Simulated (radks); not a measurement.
Values are calculated unless marked as measured or tabulated.
Isoelectronic series with 8 electrons, all held in the configuration [He] 2s2 2p4, which need not be the ground one along the series. Level of theory: scalar-relativistic Kohn-Sham, BLYP, spin-polarised, spherical densities, finite nucleus; open shells are filled with parallel spins first (spin-orbit coupling, left out, can overturn this in heavy ions); Fermi nuclear charge, rms radius of each element as measured or else 0.836 A^(1/3) + 0.57 fm (a radial shooting solver on a logarithmic mesh with Libxc functionals). Total energies (hartree) and orbital eigenvalues (hartree) (* marks an orbital that is empty in some or all of the ions):

ion    E (hartree)     3s up*    2p down      2p up
Mo34+  -2919.81870  -73.99659  -167.1264  -168.3398
Ru36+  -3222.96423  -82.64475  -186.2761  -187.5550
Pd38+  -3542.23221  -91.80163  -206.4979  -207.8426
Cd40+  -3877.84979  -101.4746  -227.7995  -229.2102
Sn42+  -4230.06484  -111.6717  -250.1889  -251.6658
Te44+  -4599.13457  -122.4014  -273.6745  -275.2179
Xe46+  -4985.34612  -133.6731  -298.2652  -299.8754
Ba48+   -5388.9955  -145.4965  -323.9704  -325.6476
Ce50+   -5810.4059  -157.8822  -350.7997  -352.5442
Nd52+   -6249.9202  -170.8418  -378.7633  -380.5755
Sm54+   -6707.8738  -184.3869  -407.8719  -409.7521
Gd56+   -7184.7037  -198.5313  -438.1366  -440.0851
